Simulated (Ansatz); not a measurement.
Ansatz (a program for electronic structure) input file for AlF₃, SMILES [F][Al-]([F])[F], charge -1, multiplicity 2, PBE-D3(BJ)/def2-SVPD. 

Ansatz 0.2 input:
```yaml
crystal:
  periodic: [false, false, false]
  atoms:
    - {symbol: Al, position_ang: [-0.00000000, -0.00000000, -0.00740776]}
    - {symbol: F, position_ang: [0.00000000, 0.00000011, 1.76274516]}
    - {symbol: F, position_ang: [0.00000000, 1.54454464, -0.87602262]}
    - {symbol: F, position_ang: [0.00000000, -1.54454475, -0.87602243]}
basis:
  gaussian:
    orbitals: def2-SVPD
hamiltonian:
  xc: pbe
  dispersion: d3bj
total_charge: -1
magnetization: {spin_polarized: true, initial_magnetization: 1}
relax: {f_tol: 0.002, max_steps: 200}
```

Log of the run:

```
WARN ansatz: RAYON_NUM_THREADS=1 ignored (pool sized by the plan → 1); use --threads N
Functional definition: PBE
integrals: 0.03 GiB planned
784 factors; their error is unknown
mean field: 0.27 GiB planned
mean field evaluation 1: about -14734.5415 eV, gradient 7.4e0 eV
mean field evaluation 2: about -14734.6835 eV, gradient 6.8e0 eV
mean field evaluation 4: about -14734.9355 eV, gradient 8.5e-1 eV
mean field evaluation 8: about -14734.8885 eV, gradient 3.6e-2 eV
mean field evaluation 16: about -14733.3029 eV, gradient 1.5e0 eV
mean field -14734.88852123 eV, -541.4971654891 hartree, gradient 8.6e-6 eV, S^2 0.751909; 0 other end points of the search recorded, 0 dependent functions left out
the calculation of the forces begins
reference -14734.88857261 eV, -541.4971673774 hartree; 21, 20 occupied and 72, 73 virtual orbitals, 784 factors
relax step   1: F+E_penalty+E_count = -14734.92360745 eV  Δ(F+E_penalty+E_count) = +0.000e0 eV  max|allowed force component| = 4.740e-1 eV/Å  Δτ_max = 0.0000 Å  (30 SCF iters, accepted)
these checks for a lower state are left out or cut short: starts, cluster_reference, orbital_swaps, neighbouring_geometries, increment
integrals: 0.03 GiB planned
784 factors; their error is unknown
mean field: 0.27 GiB planned
mean field -14734.90105115 eV, -541.4976259551 hartree, gradient 3.7e-5 eV, S^2 0.751863; 0 other end points of the search recorded, 0 dependent functions left out
the calculation of the forces begins
reference -14734.90110197 eV, -541.4976278227 hartree; 21, 20 occupied and 72, 73 virtual orbitals, 784 factors
relax step   2: F+E_penalty+E_count = -14734.93626214 eV  Δ(F+E_penalty+E_count) = -1.265e-2 eV  max|allowed force component| = 3.382e-1 eV/Å  Δτ_max = 0.0107 Å  (28 SCF iters, accepted)
these checks for a lower state are left out or cut short: starts, cluster_reference, orbital_swaps, neighbouring_geometries, increment
integrals: 0.03 GiB planned
784 factors; their error is unknown
mean field: 0.27 GiB planned
mean field -14734.91298270 eV, -541.4980644315 hartree, gradient 2.1e-5 eV, S^2 0.751741; 0 other end points of the search recorded, 0 dependent functions left out
the calculation of the forces begins
reference -14734.91303181 eV, -541.4980662361 hartree; 21, 20 occupied and 72, 73 virtual orbitals, 784 factors
relax step   3: F+E_penalty+E_count = -14734.94850073 eV  Δ(F+E_penalty+E_count) = -1.224e-2 eV  max|allowed force component| = 3.077e-2 eV/Å  Δτ_max = 0.0271 Å  (30 SCF iters, accepted)
these checks for a lower state are left out or cut short: starts, cluster_reference, orbital_swaps, neighbouring_geometries, increment
integrals: 0.03 GiB planned
784 factors; their error is unknown
mean field: 0.27 GiB planned
mean field evaluation 32: about -14734.9621 eV, gradient 5.5e-1 eV
mean field -14734.91319468 eV, -541.4980722218 hartree, gradient 4.2e-5 eV, S^2 0.751752; 0 other end points of the search recorded, 0 dependent functions left out
the calculation of the forces begins
reference -14734.91324395 eV, -541.4980740324 hartree; 21, 20 occupied and 72, 73 virtual orbitals, 784 factors
relax step   4: F+E_penalty+E_count = -14734.94868597 eV  Δ(F+E_penalty+E_count) = -1.852e-4 eV  max|allowed force component| = 2.369e-3 eV/Å  Δτ_max = 0.0066 Å  (29 SCF iters, accepted)
these checks for a lower state are left out or cut short: starts, cluster_reference, orbital_swaps, neighbouring_geometries, increment
integrals: 0.03 GiB planned
784 factors; their error is unknown
mean field: 0.27 GiB planned
mean field -14734.91319369 eV, -541.4980721851 hartree, gradient 1.5e-5 eV, S^2 0.751751; 0 other end points of the search recorded, 0 dependent functions left out
the calculation of the forces begins
reference -14734.91324295 eV, -541.4980739954 hartree; 21, 20 occupied and 72, 73 virtual orbitals, 784 factors
relax step   5: F+E_penalty+E_count = -14734.94868646 eV  Δ(F+E_penalty+E_count) = -4.898e-7 eV  max|allowed force component| = 4.381e-4 eV/Å  Δτ_max = 0.0003 Å  (21 SCF iters, accepted)
these checks for a lower state are left out or cut short: starts, cluster_reference, orbital_swaps, neighbouring_geometries, increment
integrals: 0.03 GiB planned
784 factors; their error is unknown
mean field: 0.27 GiB planned
mean field -14734.91327933 eV, -541.4980753326 hartree, gradient 4.0e-5 eV, S^2 0.751751; 0 other end points of the search recorded, 0 dependent functions left out
the calculation of the forces begins
reference -14734.91332859 eV, -541.4980771427 hartree; 21, 20 occupied and 72, 73 virtual orbitals, 784 factors
relax step   6: F+E_penalty+E_count = -14734.94877273 eV  Δ(F+E_penalty+E_count) = -8.627e-5 eV  max|allowed force component| = 4.389e-2 eV/Å  Δτ_max = 0.0029 Å  (28 SCF iters, accepted)
these checks for a lower state are left out or cut short: starts, cluster_reference, orbital_swaps, neighbouring_geometries, increment
integrals: 0.03 GiB planned
784 factors; their error is unknown
mean field: 0.27 GiB planned
mean field -14735.20843094 eV, -541.5089219542 hartree, gradient 2.0e-5 eV, S^2 0.750999; 0 other end points of the search recorded, 0 dependent functions left out
the calculation of the forces begins
reference -14735.20848322 eV, -541.5089238755 hartree; 21, 20 occupied and 72, 73 virtual orbitals, 784 factors
relax step   7: F+E_penalty+E_count = -14735.24397745 eV  Δ(F+E_penalty+E_count) = -2.952e-1 eV  max|allowed force component| = 1.496e0 eV/Å  Δτ_max = 0.2000 Å  (38 SCF iters, accepted)
these checks for a lower state are left out or cut short: starts, cluster_reference, orbital_swaps, neighbouring_geometries, increment
integrals: 0.03 GiB planned
784 factors; their error is unknown
mean field: 0.27 GiB planned
mean field evaluation 64: about -14735.5055 eV, gradient 1.1e-4 eV
mean field -14735.50547894 eV, -541.5198382669 hartree, gradient 6.7e-6 eV, S^2 0.750822; 0 other end points of the search recorded, 0 dependent functions left out
the calculation of the forces begins
reference -14735.50553496 eV, -541.5198403254 hartree; 21, 20 occupied and 72, 73 virtual orbitals, 784 factors
relax step   8: F+E_penalty+E_count = -14735.54150004 eV  Δ(F+E_penalty+E_count) = -2.975e-1 eV  max|allowed force component| = 5.287e-1 eV/Å  Δτ_max = 0.1950 Å  (34 SCF iters, accepted)
these checks for a lower state are left out or cut short: starts, cluster_reference, orbital_swaps, neighbouring_geometries, increment
integrals: 0.03 GiB planned
784 factors; their error is unknown
mean field: 0.27 GiB planned
mean field -14735.43010478 eV, -541.5170683173 hartree, gradient 7.1e-5 eV, S^2 0.750794; 0 other end points of the search recorded, 0 dependent functions left out
the calculation of the forces begins
reference -14735.43016102 eV, -541.5170703841 hartree; 21, 20 occupied and 72, 73 virtual orbitals, 784 factors
relax step   9: F+E_penalty+E_count = -14735.46699798 eV  Δ(F+E_penalty+E_count) = +7.450e-2 eV  max|allowed force component| = 7.128e-1 eV/Å  Δτ_max = 0.1816 Å  (30 SCF iters, rejected (line search))
these checks for a lower state are left out or cut short: starts, cluster_reference, orbital_swaps, neighbouring_geometries, increment
integrals: 0.03 GiB planned
784 factors; their error is unknown
mean field: 0.27 GiB planned
mean field -14735.54164713 eV, -541.5211674233 hartree, gradient 2.7e-5 eV, S^2 0.750791; 0 other end points of the search recorded, 0 dependent functions left out
the calculation of the forces begins
reference -14735.54170348 eV, -541.5211694940 hartree; 21, 20 occupied and 72, 73 virtual orbitals, 784 factors
relax step  10: F+E_penalty+E_count = -14735.57834264 eV  Δ(F+E_penalty+E_count) = -3.684e-2 eV  max|allowed force component| = 3.407e-1 eV/Å  Δτ_max = 0.0853 Å  (31 SCF iters, accepted)
these checks for a lower state are left out or cut short: starts, cluster_reference, orbital_swaps, neighbouring_geometries, increment
integrals: 0.03 GiB planned
784 factors; their error is unknown
mean field: 0.27 GiB planned
mean field -14735.54806595 eV, -541.5214033106 hartree, gradient 8.0e-6 eV, S^2 0.750788; 0 other end points of the search recorded, 0 dependent functions left out
the calculation of the forces begins
reference -14735.54812236 eV, -541.5214053835 hartree; 21, 20 occupied and 72, 73 virtual orbitals, 784 factors
relax step  11: F+E_penalty+E_count = -14735.58463573 eV  Δ(F+E_penalty+E_count) = -6.293e-3 eV  max|allowed force component| = 1.450e-2 eV/Å  Δτ_max = 0.0328 Å  (30 SCF iters, accepted)
these checks for a lower state are left out or cut short: starts, cluster_reference, orbital_swaps, neighbouring_geometries, increment
integrals: 0.03 GiB planned
784 factors; their error is unknown
mean field: 0.27 GiB planned
mean field evaluation 96: about -14735.5481 eV, gradient 5.3e-5 eV
mean field -14735.54811048 eV, -541.5214049469 hartree, gradient 5.3e-5 eV, S^2 0.750788; 0 other end points of the search recorded, 0 dependent functions left out
the calculation of the forces begins
reference -14735.54816690 eV, -541.5214070202 hartree; 21, 20 occupied and 72, 73 virtual orbitals, 784 factors
relax step  12: F+E_penalty+E_count = -14735.58470367 eV  Δ(F+E_penalty+E_count) = -6.794e-5 eV  max|allowed force component| = 7.861e-3 eV/Å  Δτ_max = 0.0035 Å  (28 SCF iters, accepted)
these checks for a lower state are left out or cut short: starts, cluster_reference, orbital_swaps, neighbouring_geometries, increment
integrals: 0.03 GiB planned
784 factors; their error is unknown
mean field: 0.27 GiB planned
mean field -14735.54811779 eV, -541.5214052156 hartree, gradient 2.7e-5 eV, S^2 0.750788; 0 other end points of the search recorded, 0 dependent functions left out
the calculation of the forces begins
reference -14735.54817421 eV, -541.5214072889 hartree; 21, 20 occupied and 72, 73 virtual orbitals, 784 factors
relax step  13: F+E_penalty+E_count = -14735.58470779 eV  Δ(F+E_penalty+E_count) = -4.121e-6 eV  max|allowed force component| = 1.414e-3 eV/Å  Δτ_max = 0.0009 Å  (21 SCF iters, accepted)
integrals: 0.03 GiB planned
784 factors; their error is unknown
mean field: 0.27 GiB planned
mean field -14735.54811779 eV, -541.5214052156 hartree, gradient 2.7e-5 eV, S^2 0.750788; 1 other end points of the search recorded, 0 dependent functions left out
the calculation of the forces begins
reference -14735.54817421 eV, -541.5214072889 hartree; 21, 20 occupied and 72, 73 virtual orbitals, 784 factors
Total energy: -14735.58476420 eV, -541.5227519464 hartree
Atom 0 at     0.452969     0.000000     0.001815 Å, force     0.001158    -0.000000    -0.001414 eV/Å
Atom 1 at    -0.154537     0.000000     1.641927 Å, force    -0.000736     0.000000     0.001265 eV/Å
Atom 2 at    -0.149216     1.421599    -0.820225 Å, force    -0.000211    -0.000087     0.000075 eV/Å
Atom 3 at    -0.149216    -1.421599    -0.820225 Å, force    -0.000211     0.000087     0.000075 eV/Å
Dipole moment:    -0.076731    -0.000000    -0.000102 e Å
```

Self-consistency was reached.
